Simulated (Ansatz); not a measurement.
```json
{"atom": "C", "x (Å)": "1.3924", "y (Å)": "0.0027", "z (Å)": "-0.0043"}
{"atom": "C", "x (Å)": "0.6948", "y (Å)": "1.2083", "z (Å)": "-0.0040"}
{"atom": "C", "x (Å)": "-0.7000", "y (Å)": "1.2039", "z (Å)": "-0.0014"}
{"atom": "C", "x (Å)": "-1.3924", "y (Å)": "-0.0006", "z (Å)": "-0.0014"}
{"atom": "C", "x (Å)": "-0.7038", "y (Å)": "-1.2102", "z (Å)": "-0.0035"}
{"atom": "C", "x (Å)": "0.6958", "y (Å)": "-1.2083", "z (Å)": "0.0039"}
{"atom": "H", "x (Å)": "2.4821", "y (Å)": "0.0013", "z (Å)": "0.0047"}
{"atom": "H", "x (Å)": "1.2374", "y (Å)": "2.1527", "z (Å)": "-0.0003"}
{"atom": "H", "x (Å)": "-1.2433", "y (Å)": "2.1475", "z (Å)": "-0.0001"}
{"atom": "H", "x (Å)": "-2.4775", "y (Å)": "0.0022", "z (Å)": "-0.0026"}
{"atom": "H", "x (Å)": "-1.2409", "y (Å)": "-2.1530", "z (Å)": "0.0027"}
{"atom": "H", "x (Å)": "1.2379", "y (Å)": "-2.1445", "z (Å)": "0.0024"}
```

Basis set: cc-pVDZ (spherical functions). Frozen core: 6 orbitals. Charge 0, multiplicity 1.

Computed with Ansatz (development build ahead of 0.2.0); each method stands on the lowest determinant of its kind that the runs found. Restricted open shells among the atoms or ions are ROHF, correlated in semicanonical orbitals with singles.

Give the atomization energy at this shape (free ground-state atoms in the same class of orbitals less the molecule, no zero-point energy) of singlet C₆H₆ by RHF-MP2, RHF.

```
 method  atomization energy
RHF-MP2            56.65 eV
    RHF            44.40 eV
```
